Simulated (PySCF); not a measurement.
Several species in one continuum solvent.

Level: PBE0/pcSseg-1 in PySCF, non-relativistic, each on one gas-phase PBE0-D3(BJ)/def2-SVP geometry that isn't relaxed in the solvent. The solvent is an IEF-PCM continuum (Bondi radii, 1.10 Å for H, scaled by 1.2). Specific hydrogen bonds and non-electrostatic terms are outside this model.

Question: Order them by E(solvent) − E(gas) in water (ε = 78.36), most negative first (kcal/mol).
A. `[CH3:1][CH:2]([CH3:3])[Si@@:4]1([CH3:5])[NH:6][CH2:7][CH2:8][C@@H:9]1[F:10]` with C1–C2–Si4–C5 -74°, C2–Si4–N6–C7 116°, Si4–N6–C7–C8 -23°, N6–C7–C8–C9 41°, C7–C8–C9–F10 75°
B. `[CH3:1][CH2:2][C:3]1([CH2:4][CH3:5])[CH2:6][C@@H:7]([F:8])[SiH2:9][NH:10]1` with C1–C2–C3–C4 -57°, C2–C3–C4–C5 -53°, C2–C3–C6–C7 -157°, C3–C6–C7–F8 -81°, C6–C7–Si9–N10 -19°, C7–Si9–N10–C3 -3°
C. `[CH3:1][CH2:2][CH2:3][Si@@H:4]([NH:5][CH3:6])[C@@H:7]1[CH2:8][C@@H:9]1[F:10]` with C1–C2–C3–Si4 -177°, C2–C3–Si4–N5 -166°, C3–Si4–N5–C6 -52°, C3–Si4–C7–C8 149°

Answer: C (-4.5), A (-4.2), B (-4.0).

```tsv
SMILES	charge	ΔE (kcal/mol)	polarisation term (kcal/mol)	HOMO shift (eV)	dipole gas (D)	dipole solvent (D)	atoms
CCC[Si@@H](NC)[C@@H]1C[C@@H]1F	0	-4.5	-5.1	+0.01	2.05	2.67	26
CC(C)[Si@@]1(C)NCC[C@@H]1F	0	-4.2	-4.7	+0.08	1.54	1.96	26
CCC1(CC)C[C@@H](F)[SiH2]N1	0	-4.0	-4.5	+0.10	1.72	2.24	26
```

The polarisation term is half the interaction of the solute with the induced surface charges.
